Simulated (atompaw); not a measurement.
## Pseudopotential generation for Ru (Z = 44): PAW (atompaw), PBE, scalar-relativistic.

atompaw 4.2.0.5 was run on this input:

```
Ru 44
GGA-PBE scalarrelativistic loggrid 1500 logderivrange -3 5 201
5 5 4 0 0 0
5 0 0
5 1 0
4 2 7
0 0 0
c
c
c
c
v
c
c
c
v
c
v
2
2.40 2.20 2.30 1.80
y
0.55
n
y
1.9
n
y
-0.55
n
modrrkj vanderbiltortho besselshape
bessel
2.40
2.40
2.40
2.40
1.80
1.80
PWSCFOUT
UPFDX 0.0125d0 UPFXMIN -7.d0 UPFZMESH 44.d0
END
```

Command:

```bash
atompaw < Ru.input > Ru.log
```

Resulting log (summary file):

```
Completed calculations for Ru (AE)

 Exchange-correlation type: GGA, Perdew-Burke-Ernzerhof

 Radial integration grid is logarithmic
 r0 =   1.9588811E-04 h =   8.6190767E-03   n =      1500 rmax =   8.0000000E+01

 Scalar relativistic calculation

 AEatom converged in  37 iterations
   nz     =  44.00
   delta  =       3.271490240217E-15

 All Electron Orbital energies:
  n  l      occupancy      energy
  1  0      2.0000000E+00 -1.6129276E+03
  2  0      2.0000000E+00 -2.3236167E+02
  3  0      2.0000000E+00 -4.1361829E+01
  4  0      2.0000000E+00 -6.1572144E+00
  5  0      0.0000000E+00 -7.7140199E-01
  2  1      6.0000000E+00 -2.0815824E+02
  3  1      6.0000000E+00 -3.3407658E+01
  4  1      6.0000000E+00 -3.9581120E+00
  5  1      0.0000000E+00 -4.4979017E-01
  3  2      1.0000000E+01 -2.0610341E+01
  4  2      7.0000000E+00 -9.2190519E-01

 Total energy
   Total                    :    -9060.96928795399981

 ---
 Completed calculations for Ru (SC)

 Exchange-correlation type: GGA, Perdew-Burke-Ernzerhof

 Radial integration grid is logarithmic
 r0 =   1.9588811E-04 h =   8.6190767E-03   n =      1500 rmax =   8.0000000E+01

 Scalar relativistic calculation

 SCatom converged in   2 iterations
   nz     =  44.00
   delta  =       6.918251741822E-17

 Valence Electron Orbital energies:
  n  l      occupancy      energy
   5  0      0.0000000E+00 -7.7140199E-01
   5  1      0.0000000E+00 -4.4979017E-01
   4  2      7.0000000E+00 -9.2190519E-01

 Total energy
   Total                    :    -9060.96928795387248
   Valence                  :     -288.60121418554621

 PAW parameters:
       lmax =            2
         rc =    2.4171831935594486
        irc =         1094
   rc_shape =    2.2175540972745260
    rc_vloc =    2.3152182051012464
    rc_core =    1.8031347691083635
   Vloc: truncated form - Vps(r)=A.sin(qr)/r for r<rc
   Projector type: modified RKKJ projectors + Vanderbilt ortho.
   Bessel compensation charge shape zeroed at   2.2176E+00

 Number of basis functions     6
 No.   n  nodes  l      Energy         Cp coeff         Occ
  1    5    4    0   -0.7714020E+00 -0.3343157E+01  0.0000000E+00
  2  999    5    0    0.5500000E+00  0.2997236E+00  0.0000000E+00
  3    5    3    1   -0.4497902E+00 -0.1075217E+02  0.0000000E+00
  4  999    4    1    0.1900000E+01  0.1099342E+00  0.0000000E+00
  5    4    1    2   -0.9219052E+00  0.5121464E+00  0.7000000E+01
  6  999    2    2   -0.5500000E+00  0.1335236E-02  0.0000000E+00

 Eigenvalues of overlap operator (in the basis of projectors):
    1        2.50726570E-04
    2        5.57695774E-03
    3        3.74068022E-02
    4        3.48257732E+00
    5        3.88598593E+00
    6        2.74555877E+01

 Orbital leakage outside PAW augmentation regions
   orb  is_core?  %out_of_sphere
   1 0    T           0.00
   2 0    T           0.00
   3 0    T           0.00
   4 0    T           0.20
   5 0    F          70.96
   2 1    T           0.00
   3 1    T           0.00
   4 1    T           0.85
   5 1    F          88.31
   3 2    T           0.00
   4 2    F          14.30

 Summary of PAW energies
   Total valence energy     :   -288.60122237649523
   Smooth energy            :     33.85892432294767
   One center               :   -322.46014669944293
   Smooth kinetic           :     22.74262906368689
   Vloc energy              :      8.23486238813254
   Smooth exch-corr         :    -10.48933158401475
   One-center xc            :   -255.95901808499502
```

Note: ghost states, extra bound levels that the all-electron valence spectrum of the same l lacks: s at -69.3 eV, p at -26.1 eV. A true bound ghost makes a file unfit for plane-wave use.

The run took about 10 s on one core of a shared server CPU.
